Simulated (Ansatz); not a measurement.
Reaction (formal exchange of groups at the Al–N bond): `C[N]([SiH3])[AlH][F]` + `FCCF` → `F[CH2][AlH][F]` + `CN([SiH3])CF`

Gas-phase electronic energies from Ansatz, PBE0-D4/def2-TZVP geometries. CBS: MP2 limit from def2 TZ/QZ plus the TZ coupled-cluster correction, frozen cores. Functionals use def2-TZVPP. B3LYP here is the variant with VWN-RPA as its local correlation; programs differ in this. Each species was taken in one conformer, which may not be the lowest.

Task: Is it downhill or uphill in electronic energy at CCSD(T)/CBS, and by how much? (Estimate.)

Result: Computed: Uphill: ΔE = +31.2 kcal/mol.

Task: What do these levels give: B3LYP-D4, B2PLYP, PBE, B3LYP, HF/def2-TZVPP, SCS-MP2/def2-TZVPP, CCSD/def2-TZVPP, CCSD(T)/def2-TZVPP, HF/def2-QZVPP, SCS-MP2/def2-QZVPP, MP2/CBS(def2), CCSD/CBS(def2)? (Estimate.)

Result: The calculation gave: B3LYP-D4 29.5, B2PLYP 30.6, PBE 27.6, B3LYP 29.3, HF/def2-TZVPP 32.8, SCS-MP2/def2-TZVPP 32.1, CCSD/def2-TZVPP 31.7, CCSD(T)/def2-TZVPP 31.4, HF/def2-QZVPP 32.9, SCS-MP2/def2-QZVPP 32.0, MP2/CBS(def2) 31.9, CCSD/CBS(def2) 31.5 kcal/mol.

Largest T1 diagnostic among the species: 0.012.

In def2-TZVPP, CCSD(T) changes the Hartree–Fock value by −1.4 kcal/mol (the triples alone add −0.3 kcal/mol) and MP2 by −0.7 kcal/mol. From PBE to PBE0 (25 % exact exchange), in def2-TZVPP and without D4, ΔE moves by +1.7 kcal/mol.
